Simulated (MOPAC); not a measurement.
MOPAC input (PM7):

```
PM7 PRECISE GNORM=0.05 LET XYZ UHF MS=0.5 GEO-OK AUX(PRECISION=9) THREADS=1
C5H9O

C     2.44205183 1    0.52179049 1   -0.59620332 1
C     1.49964173 1   -0.07061435 1    0.46673631 1
C     0.14089565 1    0.51343107 1    0.40214243 1
C    -1.02527076 1   -0.25215002 1    0.04792754 1
O    -0.94619449 1   -1.45431377 1   -0.21376889 1
C    -2.35615197 1    0.47193234 1    0.00139444 1
H     2.52731750 1    1.60534129 1   -0.49278681 1
H     2.07478154 1    0.30490105 1   -1.59999263 1
H     3.44045445 1    0.09297813 1   -0.49873292 1
H     1.42650619 1   -1.15109698 1    0.34500935 1
H     1.92719462 1    0.12643151 1    1.45751216 1
H     0.02114102 1    1.57478152 1    0.59773704 1
H    -2.33219561 1    1.26930015 1   -0.74552112 1
H    -2.57679909 1    0.93772302 1    0.96475608 1
H    -3.14584370 1   -0.23218651 1   -0.24981462 1
```

From the output:

```
                                                       MOPAC v23.2.5 Linux

          FINAL HEAT OF FORMATION =        -35.18502 KCAL/MOL =    -147.21410 KJ/MOL

          COSMO AREA              =        137.29 SQUARE ANGSTROMS
          COSMO VOLUME            =        123.75 CUBIC ANGSTROMS

          GRADIENT NORM           =          0.03792          =       0.00979 PER ATOM
          IONIZATION POTENTIAL    =          9.599830 EV
          ALPHA SOMO LUMO (EV)    =         -9.600  1.034
          BETA  SOMO LUMO (EV)    =        -10.066 -0.809
          NO. OF ALPHA ELECTRONS  =         18
          NO. OF BETA  ELECTRONS  =         17
          MOLECULAR WEIGHT        =         85.1255         POINT GROUP:  Cs

          MOLECULAR DIMENSIONS (Angstroms)

            Atom       Atom       Distance
            H    15    H     9     6.83125
            H    12    O     5     2.99127
            H    11    H     8     1.79743

          SCF CALCULATIONS        =        106

   ATOM   CHEMICAL          X               Y               Z
  NUMBER   SYMBOL      (ANGSTROMS)     (ANGSTROMS)     (ANGSTROMS)

     1       C          2.61992429  *   0.71598503  *  -0.27069800  *
     2       C          1.43550475  *  -0.20771133  *   0.00565712  *
     3       C          0.14182955  *   0.47465019  *  -0.08515648  *
     4       C         -1.08190778  *  -0.28094525  *   0.13930818  *
     5       O         -1.06273321  *  -1.46907974  *   0.39086998  *
     6       C         -2.37903762  *   0.47065242  *   0.04722032  *
     7       H          2.65633336  *   1.54796292  *   0.44193844  *
     8       H          2.56918157  *   1.14441576  *  -1.27833576  *
     9       H          3.57115910  *   0.17648998  *  -0.19236022  *
    10       H          1.45260420  *  -1.08136029  *  -0.69178471  *
    11       H          1.54112981  *  -0.68507985  *   1.01109375  *
    12       H          0.09550054  *   1.52394958  *  -0.31558710  *
    13       H         -2.51779228  *   0.91194111  *  -0.94794865  *
    14       H         -2.42590379  *   1.28278407  *   0.78380432  *
    15       H         -3.23666916  *  -0.19350808  *   0.23489202  *

                             CARTESIAN COORDINATES

   1    C        2.619924287     0.715985028    -0.270697995
   2    C        1.435504745    -0.207711334     0.005657124
   3    C        0.141829555     0.474650193    -0.085156481
   4    C       -1.081907776    -0.280945246     0.139308177
   5    O       -1.062733209    -1.469079737     0.390869981
   6    C       -2.379037619     0.470652417     0.047220316
   7    H        2.656333363     1.547962922     0.441938441
   8    H        2.569181565     1.144415759    -1.278335759
   9    H        3.571159101     0.176489985    -0.192360224
  10    H        1.452604197    -1.081360291    -0.691784709
  11    H        1.541129811    -0.685079850     1.011093747
  12    H        0.095500541     1.523949577    -0.315587097
  13    H       -2.517792280     0.911941108    -0.947948649
  14    H       -2.425903790     1.282784069     0.783804324
  15    H       -3.236669157    -0.193508081     0.234892017

           Empirical Formula: C5 H9 O  =    15 atoms

      MOLECULAR POINT GROUP   :   Cs

          ALPHA EIGENVALUES
 -31.11751 -28.43398 -26.80713 -23.98682 -20.82493 -18.84110 -16.26725 -16.01343
 -15.52550 -15.15214 -13.97916 -13.66877 -13.19940 -12.81777 -12.50635 -12.39736
 -10.26037  -9.59983   1.03355   3.40866   3.75814   4.29626   4.44313   4.91613
   5.17074   5.23678   5.47163   5.62916   5.75069   5.80163   6.31025   6.53903
   6.76797

           BETA EIGENVALUES
 -30.69711 -28.23924 -26.66453 -23.84331 -20.71446 -18.60703 -16.16743 -15.66561
 -15.39110 -15.06006 -13.93694 -13.59853 -12.77368 -12.74869 -12.40121 -12.11514
 -10.06612  -0.80867   1.82231   3.45333   3.83183   4.41095   4.63141   5.03714
   5.22442   5.27128   5.52294   5.64739   5.78471   5.97274   6.38650   6.54260
   6.76887

              NET ATOMIC CHARGES AND DIPOLE CONTRIBUTIONS

  ATOM NO.   TYPE          CHARGE      No. of ELECS.   s-Pop       p-Pop
    1          C          -0.435553        4.4356     1.05171     3.38385
    2          C          -0.257770        4.2578     1.04550     3.21227
    3          C          -0.216942        4.2169     1.13486     3.08208
    4          C           0.442442        3.5576     1.10357     2.45399
    5          O          -0.446066        6.4461     1.88220     4.56387
    6          C          -0.542619        4.5426     1.06418     3.47844
    7          H           0.145120        0.8549     0.85488
    8          H           0.145273        0.8547     0.85473
    9          H           0.145896        0.8541     0.85410
   10          H           0.172734        0.8273     0.82727
   11          H           0.172236        0.8278     0.82776
   12          H           0.153656        0.8463     0.84634
   13          H           0.170483        0.8295     0.82952
   14          H           0.170440        0.8296     0.82956
   15          H           0.180670        0.8193     0.81933
 DIPOLE           X         Y         Z       TOTAL
 POINT-CHG.     0.613     2.880    -0.636     3.012
 HYBRID        -0.058    -0.087     0.022     0.107
 SUM            0.555     2.792    -0.615     2.913

          ATOMIC ORBITAL ELECTRON POPULATIONS

     Atom    s        px        py        pz
    1  C   1.05171   1.08639   1.12548   1.17198
    2  C   1.04550   0.97512   1.07183   1.16533
    3  C   1.13486   1.00622   1.08068   0.99518
    4  C   1.10357   0.90635   0.83710   0.71055
    5  O   1.88220   1.91045   1.26484   1.38858
    6  C   1.06418   1.12097   1.17150   1.18597
    7  H   0.85488
    8  H   0.85473
    9  H   0.85410
   10  H   0.82727
   11  H   0.82776
   12  H   0.84634
   13  H   0.82952
   14  H   0.82956
   15  H   0.81933

                    (SZ)    =    0.500000
                    (S**2)  =    0.762593

          ATOMIC ORBITAL SPIN POPULATIONS

    Atom   Total    s     px     py     pz
         Atomic
    1  C  0.0018  0.000  0.001  0.001  0.000
    2  C -0.0326 -0.006 -0.018 -0.013  0.004
    3  C  0.9167  0.024  0.031  0.067  0.795
    4  C -0.0963 -0.009 -0.015 -0.013 -0.060
    5  O  0.1727  0.005 -0.000  0.010  0.159
    6  C  0.0002 -0.000 -0.001  0.000  0.001
    7  H -0.0000 -0.000
    8  H -0.0000 -0.000
    9  H -0.0006 -0.001
   10  H  0.0327  0.033
   11  H  0.0335  0.033
   12  H -0.0259 -0.026
   13  H -0.0008 -0.001
   14  H -0.0008 -0.001
   15  H -0.0005 -0.000

 **********************
 *                    *
 * JOB ENDED NORMALLY *
 *                    *
 **********************
```

The geometry given is a B3LYP-D3(BJ)/def2-TZVP minimum.
